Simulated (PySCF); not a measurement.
## Polarisability of `O=C([O-])C#CC(F)=C(F)F`

C5F3O2 (charge -1).
Structure used (GFN2-xTB), in Å, numbered top down from 1:
```xyz
10
C5F3O2 angstrom
O      2.7400    1.3377    0.6947
C      2.7610    0.4706   -0.1825
O      3.6318    0.0368   -0.9175
C      1.3374   -0.1150   -0.2819
C      0.1485   -0.2661   -0.0831
C     -1.2048   -0.5568    0.1326
F     -1.5048   -1.4988    1.0705
C     -2.2375   -0.0109   -0.5175
F     -3.5333   -0.3124   -0.3194
F     -2.1293    0.9195   -1.4712
```

Level: PBE0/def2-SVPD (PySCF), static field, nuclei fixed, core orbitals frozen in the response. The polarisability tensor in these axes (au):

```
x   133.40   8.27   1.67
y     8.27  60.05   0.80
z     1.67   0.80  59.65
```

Question: What are the eigenvalues, a third of the trace, and Δα (Δα² = ½Σ(αi − αj)² over the three pairs)?

Answer: Principal values 58.71, 60.02 and 134.37 au; mean 84.37 au = 12.50 Å³ = 13.91 × 10⁻⁴⁰ C²·m²/J; Δα = 75.01 au (89 % of the mean).

Question: What are the principal values of the traceless quadrupole moment, Θ = ½Σq(3rr − r²1), about the centre of nuclear charge?

Answer: -48.38, 21.34, 27.05 D·Å. The values depend on the origin, since the species is charged. The electronic extent ⟨r²⟩ about the same centre is 2033 bohr², a root-mean-square distance of 2.77 Å for the 74 electrons.

Question: Along which axes do the principal values lie, and how far do the nuclei extend along each?

Answer: Largest value along (0.99, 0.11, 0.02), where the nuclei span 7.14 Å; middle along (-0.08, 0.56, 0.83), 2.13 Å; least along (-0.08, 0.82, -0.56), 3.47 Å. The strongest response lies along the longest span, while the other two are in reverse order.

Question: What depolarisation ratio follows for Rayleigh scattering of linearly polarised light, taking the static tensor?

Answer: ρ = 3Δα²/(45ᾱ² + 4Δα²) = 16878.6/(320289 + 22504.8) = 0.0492.

Question: In TDDFT the mean static polarisability is Σ f/ω² over all singlet excitations (ω in hartree). How much of it do the 8 lowest give? Their energies (eV) and oscillator strengths: 3.91, 0.0002; 4.40, 0.1759; 4.62, 0.0125; 4.65, 0.0114; 4.79, 0.0008; 5.04, 0.0043; 5.29, 0.0031; 5.30, 0.0282.

Answer: They add up to 8.53 au, 10.1 % of the 84.37 au; the largest single term is 6.72 au, from the state at 4.40 eV. Terms in order: 0.01, 6.72, 0.43, 0.39, 0.02, 0.13, 0.08, 0.74 au. Higher excitations give the rest. The strengths listed sum to 0.236.

Geometry: GFN2-xTB, one conformer, isolated ion.
